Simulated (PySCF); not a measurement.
CH7FO2Si2, SMILES O[SiH2][C@@H](O)[SiH2]F.

The structure is a stationary point at PBE0-D3(BJ)/def2-SVP. The structure was generated by enumeration; whether it is a known compound was not checked. One conformer was computed; it need not be the lowest.

Method: HF/def2-TZVP run with PySCF.

The molecule is in vacuum.

Problem. Estimate the frontier levels, gap, dipole moment and polarisability. (Estimate from the structure and the level; the computed values follow.)

Solution. 
| Property | Result |
|---|---|
| highest occupied level | -11.09 eV |
| lowest empty level | 2.51 eV |
| orbital gap | 13.61 eV |
| dipole moment | 0.350 e·Å |
| quadrupole, principal values (traceless, Buckingham form, about the centre of nuclear charge) | -9.73, 1.61, 8.12 D·Å |
| mean static polarisability | 62.2 bohr³ (9.22 Å³) |
| polarisability, principal values | 57.3, 59.3, 70.1 bohr³ |
